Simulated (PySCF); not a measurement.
These are PySCF 2.14.0 with M06-2X/def2-TZVP // B3LYP-D3(BJ)/def2-TZVP values and carry that method's errors. All species are isolated molecules in the gas phase. One relaxed conformer stands for a flexible species; it need not be the lowest. Excitations are Tamm–Dancoff values on a coarser integration grid. The basis has no diffuse functions, so Rydberg states are missing or too high.

Reference species (SMILES): `OC1CC1` (H–O–C–C torsion 37°) (neutral, multiplicity 1).

The T1 excitation (TDA) comes out as 6.66 eV and the S1 oscillator strength is 0.007.

Changed species: `C[C@@H]1CO1`.

Give the shifts of the T1 excitation (TDA) and S1 oscillator strength.

the T1 excitation (TDA) goes up by 1.17 eV, to 7.83 eV; the S1 oscillator strength stays essentially unchanged.
